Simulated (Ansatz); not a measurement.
Geometry optimisation, RKS PBE0/6-31G* (Ansatz).

Input file:

```yaml
crystal:
  periodic: [false, false, false]
  atoms:
    - { symbol: F, position_ang: [0.3737, -0.2906, -2.1222] }
    - { symbol: B, position_ang: [0.7206, 0.1557, -0.8071] }
    - { symbol: Al, position_ang: [-0.6002, -0.0998, 0.7697] }
    - { symbol: F, position_ang: [-2.1171, -0.8213, 0.5099] }
    - { symbol: H, position_ang: [1.7913, 0.6305, -0.647] }
    - { symbol: H, position_ang: [-0.1262, 0.3614, 2.2505] }
basis:
  gaussian: { orbitals: "6-31G*" }
hamiltonian:
  xc: pbe0
relax:
  f_tol: 0.02
  max_steps: 40
scf:
  lower_state_search: "off"
output:
  orbitals: {}
```

Run as:

```bash
$ ansatz run input.yaml --threads 1 --pin off --max-ram 2048MiB --backend cpu --events-out ev --progress --plain --runs-dir out
```

Problem. Where does it end, and by what steps?

Solution. The run converged. After 5 steps the energy has fallen by 0.322 eV; H6 moved furthest, 0.17 Å.

| step | energy less start (eV) | largest force component (eV/Å) | accepted |
| --- | --- | --- | --- |
| 0 | 0.0000 | 3.521 | yes |
| 1 | -0.2552 | 1.994 | yes |
| 2 | -0.2946 | 0.899 | yes |
| 3 | -0.2862 | 0.592 | no |
| 4 | -0.3210 | 0.055 | yes |
| 5 | -0.3217 | 0.017 | yes |

```xyz
6
Properties=species:S:1:pos:R:3
F 0.401 -0.268 -2.079
B 0.754 0.140 -0.869
Al -0.596 -0.108 0.814
F -2.089 -0.788 0.564
H 1.851 0.642 -0.794
H -0.278 0.317 2.318
```

Time of the run: 6 s on 1 thread of Intel(R) Xeon(R) 6975P-C (Granite Rapids) (shared host), peak memory 0.14 GiB.
